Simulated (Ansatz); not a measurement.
A run on H₈N₂Si₂Zn, SMILES `[NH2][Zn][N]([SiH3])[SiH3]` with other settings.

```yaml
crystal:
  periodic: [false, false, false]
  atoms:
    - {symbol: N, position_ang: [-0.165003, 1.941247, -2.537221]}
    - {symbol: Zn, position_ang: [-0.087594, 0.875766, -1.077887]}
    - {symbol: N, position_ang: [0.040259, -0.299232, 0.319581]}
    - {symbol: Si, position_ang: [0.648184, -1.881689, 0.015690]}
    - {symbol: Si, position_ang: [-0.457208, 0.236689, 1.877762]}
    - {symbol: H, position_ang: [0.437489, 2.752119, -2.544763]}
    - {symbol: H, position_ang: [-1.082744, 2.228198, -2.847007]}
    - {symbol: H, position_ang: [1.880412, -2.168479, 0.804481]}
    - {symbol: H, position_ang: [0.980412, -1.998296, -1.432641]}
    - {symbol: H, position_ang: [-0.347831, -2.937973, 0.354698]}
    - {symbol: H, position_ang: [0.654884, 0.192296, 2.869609]}
    - {symbol: H, position_ang: [-1.571350, -0.587937, 2.426620]}
    - {symbol: H, position_ang: [-0.929891, 1.647310, 1.771080]}
basis:
  gaussian: {orbitals: "6-31G*"}
magnetization: {spin_polarized: false, initial_magnetization: 2}
hamiltonian: {xc: {name: wB97X}}
output: {forces: true}
```

```sh
$ ansatz run in.yaml --threads 4 --pin off --events-out ev --progress --plain --max-ram 11315MiB
```

Shortened log:

```
Functional definition: wB97X
1186 factors; integrals over basis functions are off by at most 8.6e-4 eV
321 factors; integrals over basis functions are off by at most 1.4e-5 eV
mean field evaluation 1: about -67262.6583 eV, gradient 6.6e1 eV
mean field evaluation 2: about -67262.8116 eV, gradient 6.6e1 eV
mean field evaluation 4: about -67267.8642 eV, gradient 3.6e1 eV
mean field evaluation 8: about -67271.6835 eV, gradient 1.1e0 eV
mean field evaluation 16: about -67271.6938 eV, gradient 6.6e-3 eV
mean field -67272.06374988 eV, -2472.2027441654 hartree, gradient 1.8e-5 eV, S^2 2.000000; 9 other end points of the search recorded, 0 dependent functions left out
reference -67272.06372446 eV, -2472.2027432313 hartree; 41, 39 occupied and 79, 81 virtual orbitals, 1186 factors
Total energy: -67272.06372446 eV, -2472.2027432313 hartree
Atom 0 at    -0.165003     1.941247    -2.537221 Å, force    -0.116725     1.033852    -1.201964 eV/Å
Atom 1 at    -0.087594     0.875766    -1.077887 Å, force     0.049769    -1.494082     2.334567 eV/Å
Atom 2 at     0.040259    -0.299232     0.319581 Å, force     0.133335    -0.374840    -0.019835 eV/Å
Atom 3 at     0.648184    -1.881689     0.015690 Å, force    -0.070629     0.025130     0.308167 eV/Å
Atom 4 at    -0.457208     0.236689     1.877762 Å, force    -0.008684    -0.032833     0.103062 eV/Å
Atom 5 at     0.437489     2.752119    -2.544763 Å, force     1.031263     0.866147    -0.509703 eV/Å
Atom 6 at    -1.082744     2.228198    -2.847007 Å, force    -1.089934     0.134657    -0.930557 eV/Å
Atom 7 at     1.880412    -2.168479     0.804481 Å, force     0.061653    -0.080104    -0.051575 eV/Å
Atom 8 at     0.980412    -1.998296    -1.432641 Å, force     0.029387    -0.020251    -0.108566 eV/Å
Atom 9 at    -0.347831    -2.937973     0.354698 Å, force     0.020709    -0.094770    -0.058931 eV/Å
Atom 10 at     0.654884     0.192296     2.869609 Å, force     0.009617     0.013019     0.054627 eV/Å
Atom 11 at    -1.571350    -0.587937     2.426620 Å, force    -0.033580    -0.001475     0.045662 eV/Å
Atom 12 at    -0.929891     1.647310     1.771080 Å, force    -0.016180     0.025549     0.035045 eV/Å
Dipole moment:    -0.006864     0.550198    -0.919257 e Å
```

Hardware: 4 threads of an Arm Neoverse V1 on a shared host. Wall time 29 s, peak host memory 0.88 GiB.
